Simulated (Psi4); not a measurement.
C2H7O, charge +1, singlet, geometry from GFN2-xTB, with bond 8-3 at 1.3 times its length. Base run: TPSS/STO-3G (Psi4).

Psi4 was given this input:
```
memory 2 GB

molecule mol {
1 1
C    -0.002231    1.216252   -0.237157
O     0.062536   -0.002934    0.545532
C     0.018553   -1.212997   -0.252606
H     0.037133    2.060339    0.449885
H     0.874227    1.243769   -0.883843
H    -0.908753    1.263320   -0.841643
H     0.072429   -2.064957    0.423650
H    -1.158791   -1.284342   -1.039281
H     0.895283   -1.217288   -0.899494
H    -0.681439   -0.013357    1.183507
}

set {
  basis sto-3g
  reference rks
}

energy('tpss')
print_variables()
```

The base run was repeated with changes; each row names its change, and settings that it needs were set with it.

| change | ΔE vs base (mEh) | SCF cycles | grid points | basis functions |
|---|---|---|---|---|
| base | 0.000 | 8 | 214358 | 22 |
| scf_type = mem_df | 0.000 | 8 | 214358 | 22 |
| scf_type = dfdirj+link | 0.000 | 8 | 214358 | 22 |
| e_convergence = 1e-10 | 0.000 | 9 | 214358 | 22 |
| dft_radial_points = 35 | 0.245 | 8 | 101834 | 22 |
| dft_spherical_points = 110 | -0.017 | 8 | 78164 | 22 |
| dft_nuclear_scheme = stratmann | 0.011 | 8 | 198468 | 22 |
| df_basis_scf = cc-pvqz-jkfit | 0.943 | 8 | 214358 | 22 |
| dft_pruning_scheme = robust | 0.000 | 8 | 146996 | 22 |
| df_basis_scf = cc-pvtz-jkfit | 0.901 | 8 | 214358 | 22 |
| basis_guess = true | 0.000 | 7 | 214358 | 22 |
| scf_type = direct | 1.069 | 12 | 214358 | 22 |
| puream = true | 0.000 | 8 | 214358 | 22 |
